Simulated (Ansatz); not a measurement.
Ansatz (a program for electronic structure) input (PBE0/6-31G*):

Ansatz 0.2 input:
```yaml
crystal:
  periodic: [false, false, false]
  atoms:
    - {symbol: K, position_ang: [-0.00000000, -0.00000000, -0.70776611]}
    - {symbol: F, position_ang: [0.00000000, 0.00000000, 1.49417289]}
basis:
  gaussian:
    orbitals: 6-31G*
hamiltonian:
  xc: {name: PBE0}
```

Output:

```
Functional definition: PBE0
integrals: 0.01 GiB planned
469 factors; integrals over basis functions are off by at most 2.9e-4 eV
mean field: 0.12 GiB planned
mean field evaluation 1: about -19030.5818 eV, gradient 4.7e1 eV
mean field evaluation 2: about -18762.6529 eV, gradient 2.2e2 eV
mean field evaluation 4: about -19034.4303 eV, gradient 3.6e0 eV
mean field evaluation 8: about -19034.4559 eV, gradient 3.1e-1 eV
mean field -19034.45604066 eV, -699.5033574764 hartree, gradient 3.2e-5 eV, S^2 0.000000; 0 other end points of the search recorded, 0 dependent functions left out
reference -19034.45609457 eV, -699.5033594579 hartree; 14, 14 occupied and 36, 36 virtual orbitals, 469 factors
Total energy: -19034.45609457 eV, -699.5033594579 hartree
```
